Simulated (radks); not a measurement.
The numbers below are computed, except where a source is named.
Task: Radial electron density D(r) = 4 pi r^2 rho(r) of an atom or ion with 27 electrons. Level of theory: Dirac Kohn-Sham, PBE, spin-unpolarised, spherical densities, point nucleus (a radial shooting solver on a logarithmic mesh with Libxc functionals).

```
   r/bohr * D(r) (the largest magnitude, 38.4, reaches the edge; | marks zero)
 0.002935 | *
 0.003309 |  *
 0.003761 |  *
  0.00424 |   *
 0.004819 |    *
 0.005434 |     *
 0.006127 |       *
 0.006963 |         *
 0.007851 |           *
 0.008923 |             *
  0.01006 |                *
  0.01143 |                   *
  0.01289 |                      *
  0.01465 |                          *
  0.01652 |                              *
  0.01863 |                                 *
  0.02117 |                                     *
  0.02387 |                                         *
  0.02713 |                                            *
  0.03059 |                                              *
  0.03477 |                                                *
   0.0392 |                                                *
  0.04455 |                                               *
  0.05023 |                                             *
  0.05664 |                                           *
  0.06437 |                                        *
  0.07258 |                                      *
  0.08249 |                                     *
    0.093 |                                      *
   0.1057 |                                         *
   0.1192 |                                             *
   0.1355 |                                                 *
   0.1527 |                                                     *
   0.1722 |                                                      *
   0.1957 |                                                    *
   0.2207 |                                                *
   0.2508 |                                        *
   0.2828 |                                 *
   0.3214 |                          *
   0.3624 |                       *
   0.4118 |                      *
   0.4643 |                        *
   0.5236 |                          *
    0.595 |                            *
   0.6709 |                            *
   0.7625 |                          *
   0.8597 |                      *
   0.9771 |                 *
    1.102 |             *
    1.252 |         *
    1.412 |      *
    1.592 |   *
    1.809 |  *
     2.04 | *
    2.318 |*
    2.614 |*
    2.971 *
     3.35 *
    3.807 *
    4.293 *
```

What is the nuclear charge?

Result: Z = 28. The innermost maximum, from 1s, lies near gamma/Z bohr with gamma = sqrt(1 - (Z/c)^2) = 0.979, here 0.035 bohr (found: 0.0377), and its height grows with Z. The density is that of the nickel ion Ni+ in [Ar] 3d9; the configuration itself is not fixed sharply by these data, and Z only to about a unit. D(r) has 3 maxima, at r = 0.0377, 0.172, 0.629 bohr, and minima at 0.0818, 0.396 bohr, inside which lie 2.12, 10.78 electrons.
